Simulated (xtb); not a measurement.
Input file for xtb: GFN2-xTB on C2H5B (SMILES BC=C), a point of a bond scan (R = 0.955 Å).

```
$ xtb mol.xyz --gfn 2 --sp --chrg 0 --uhf 0
8

B     -0.19234175     0.13481091     1.34229151
H     -0.44200029     1.05513053     1.39765477
H     -0.13703202    -0.51541306     2.34021942
C      0.12716890    -0.46653708    -0.03328683
C      0.06087359     0.27672265    -1.14769155
H      0.41541955    -1.50959045    -0.14140796
H      0.28056560    -0.11861991    -2.13457537
H     -0.22108437     1.32324500    -1.10131893
```

It printed:

```
[...]
           -------------------------------------------------
          |                Calculation Setup                |
           -------------------------------------------------



           -------------------------------------------------
          |                 G F N 2 - x T B                 |
           -------------------------------------------------

        Reference                      10.1021/acs.jctc.8b01176
      * Hamiltonian:
        H0-scaling (s, p, d)           1.850000    2.230000    2.230000
        zeta-weighting                 0.500000
      * Dispersion:
        s8                             2.700000
        a1                             0.520000
        a2                             5.000000
        s9                             5.000000
      * Repulsion:
        kExp                           1.500000    1.000000
        rExp                           1.000000
      * Coulomb:
        alpha                          2.000000
        third order                    shell-resolved
        anisotropic                    true
        a3                             3.000000
        a5                             4.000000
        cn-shift                       1.200000
        cn-exp                         4.000000
        max-rad                        5.000000


          ...................................................
          :                      SETUP                      :
          :.................................................:
          :  # basis functions                  17          :
          :  # atomic orbitals                  17          :
          :  # shells                           11          :
          :  # electrons                        16          :
          :  max. iterations                   250          :
          :  Hamiltonian                  GFN2-xTB          :
          :  restarted?                      false          :
          :  GBSA solvation                  false          :
          :  PC potential                    false          :
          :  electronic temp.          300.0000000     K    :
          :  accuracy                    1.0000000          :
          :  -> integral cutoff          0.2500000E+02      :
          :  -> integral neglect         0.1000000E-07      :
          :  -> SCF convergence          0.1000000E-05 Eh   :
          :  -> wf. convergence          0.1000000E-03 e    :
          :  Broyden damping             0.4000000          :
          :  net charge                          0          :
          :  unpaired electrons                  0          :
          ...................................................

 iter      E             dE          RMSdq      gap      omega  full diag
   1     -8.0509362 -0.805094E+01  0.976E+00    4.15       0.0  T
   2     -8.1441630 -0.932267E-01  0.659E+00    3.22       1.0  T
   3     -8.1387974  0.536558E-02  0.237E+00    3.21       1.0  T
   4     -8.1466200 -0.782258E-02  0.137E+00    3.52       1.0  T
   5     -8.1567051 -0.100852E-01  0.581E-01    3.43       1.0  T
   6     -8.1579966 -0.129150E-02  0.159E-01    3.52       1.0  T
   7     -8.1580574 -0.607644E-04  0.672E-02    3.48       1.0  T
   8     -8.1580798 -0.223840E-04  0.151E-02    3.49       2.3  T
   9     -8.1580804 -0.636339E-06  0.573E-03    3.49       6.2  T
  10     -8.1580806 -0.183624E-06  0.722E-04    3.49      49.0  T
  11     -8.1580806 -0.115127E-08  0.511E-04    3.49      69.1  T

   *** convergence criteria satisfied after 11 iterations ***

         #    Occupation            Energy/Eh            Energy/eV
      -------------------------------------------------------------
         1        2.0000           -0.6088283             -16.5671
         2        2.0000           -0.5469285             -14.8827
         3        2.0000           -0.5136408             -13.9769
         4        2.0000           -0.4870392             -13.2530
         5        2.0000           -0.4594382             -12.5020
         6        2.0000           -0.4212927             -11.4640
         7        2.0000           -0.4162286             -11.3262
         8        2.0000           -0.4074617             -11.0876 (HOMO)
         9                         -0.2793051              -7.6003 (LUMO)
        10                         -0.1583732              -4.3096
        11                          0.1403192               3.8183
        12                          0.1536627               4.1814
        13                          0.2303736               6.2688
       ...                                ...                  ...
        17                          1.0738620              29.2213
      -------------------------------------------------------------
                  HL-Gap            0.1281566 Eh            3.4873 eV
             Fermi-level           -0.3433834 Eh           -9.3439 eV

 SCC (total)                   0 d,  0 h,  0 min,  0.006 sec
 SCC setup                      ...        0 min,  0.000 sec (  1.963%)
 Dispersion                     ...        0 min,  0.000 sec (  0.884%)
 classical contributions        ...        0 min,  0.000 sec (  0.363%)
 integral evaluation            ...        0 min,  0.001 sec ( 13.870%)
 iterations                     ...        0 min,  0.003 sec ( 57.111%)
 molecular gradient             ...        0 min,  0.001 sec ( 21.528%)
 printout                       ...        0 min,  0.000 sec (  3.787%)

         :::::::::::::::::::::::::::::::::::::::::::::::::::::
         ::                     SUMMARY                     ::
         :::::::::::::::::::::::::::::::::::::::::::::::::::::
         :: total energy              -7.969979115086 Eh    ::
         :: gradient norm              0.321283854010 Eh/a0 ::
         :: HOMO-LUMO gap              3.487317724201 eV    ::
         ::.................................................::
         :: SCC energy                -8.158080379116 Eh    ::
         :: -> isotropic ES            0.020376679682 Eh    ::
         :: -> anisotropic ES          0.003508477136 Eh    ::
         :: -> anisotropic XC          0.005148463538 Eh    ::
         :: -> dispersion             -0.002838409032 Eh    ::
         :: repulsion energy           0.188101264030 Eh    ::
         :: add. restraining           0.000000000000 Eh    ::
         :: total charge               0.000000000000 e     ::
         :::::::::::::::::::::::::::::::::::::::::::::::::::::

           -------------------------------------------------
          |                Property Printout                |
           -------------------------------------------------

    * Orbital Energies and Occupations

         #    Occupation            Energy/Eh            Energy/eV
      -------------------------------------------------------------
         1        2.0000           -0.6088283             -16.5671
         2        2.0000           -0.5469285             -14.8827
         3        2.0000           -0.5136408             -13.9769
         4        2.0000           -0.4870392             -13.2530
         5        2.0000           -0.4594382             -12.5020
         6        2.0000           -0.4212927             -11.4640
         7        2.0000           -0.4162286             -11.3262
         8        2.0000           -0.4074617             -11.0876 (HOMO)
         9                         -0.2793051              -7.6003 (LUMO)
        10                         -0.1583732              -4.3096
        11                          0.1403192               3.8183
        12                          0.1536627               4.1814
        13                          0.2303736               6.2688
        14                          0.3130562               8.5187
Note: The following floating-point exceptions are signalling: IEEE_UNDERFLOW_FLAG IEEE_DENORMAL
normal termination of xtb
        15                          0.4476929              12.1823
        16                          0.5548005              15.0969
        17                          1.0738620              29.2213
      -------------------------------------------------------------
                  HL-Gap            0.1281566 Eh            3.4873 eV
             Fermi-level           -0.3433834 Eh           -9.3439 eV

     #   Z          covCN         q      C6AA      α(0)
     1   5 B        2.796     0.218    18.030     7.097
     2   1 H        0.957    -0.058     4.274     3.231
     3   1 H        0.930    -0.108     5.861     3.785
     4   6 C        2.809    -0.103    30.579     9.060
     5   6 C        2.836    -0.059    29.465     8.895
     6   1 H        0.925     0.027     2.623     2.533
     7   1 H        0.925     0.038     2.480     2.463
     8   1 H        0.925     0.045     2.378     2.412

 Mol. C6AA /au·bohr⁶  :        596.157802
 Mol. C8AA /au·bohr⁸  :      13863.298698
 Mol. α(0) /au        :         39.475462


Wiberg/Mayer (AO) data.
largest (>0.10) Wiberg bond orders for each atom

 ---------------------------------------------------------------------------
     #   Z sym  total        # sym  WBO       # sym  WBO       # sym  WBO
 ---------------------------------------------------------------------------
     1   5 B    3.192 --     4 C    1.083     2 H    0.990     3 H    0.979
                             5 C    0.122
     2   1 H    0.997 --     1 B    0.990
     3   1 H    0.988 --     1 B    0.979
     4   6 C    3.960 --     5 C    1.901     1 B    1.083     6 H    0.972
     5   6 C    3.984 --     4 C    1.901     7 H    0.977     8 H    0.977
                             1 B    0.122
     6   1 H    0.999 --     4 C    0.972
     7   1 H    0.999 --     5 C    0.977
     8   1 H    0.998 --     5 C    0.977
 ---------------------------------------------------------------------------

Topologies differ in total number of bonds
Writing topology from bond orders to xtbtopo.mol

molecular dipole:
                 x           y           z       tot (Debye)
 q only:       -0.012       0.133      -0.198
   full:        0.023       0.077      -0.371       0.964
molecular quadrupole (traceless):
                xx          xy          yy          xz          yz          zz
 q only:        0.257      -0.070       0.385       0.030       0.276      -0.641
  q+dip:       -1.578      -0.807       1.336      -0.183      -0.217       0.242
   full:        0.819       0.132       0.303       0.190       0.164      -1.122


           -------------------------------------------------
          | TOTAL ENERGY               -7.969979115086 Eh   |
          | GRADIENT NORM               0.321283854010 Eh/α |
          | HOMO-LUMO GAP               3.487317724201 eV   |
           -------------------------------------------------

------------------------------------------------------------------------
------------------------------------------------------------------------
 total:
 SCF:
```

The run finished.

Cost: very roughly 0.05 core-seconds.
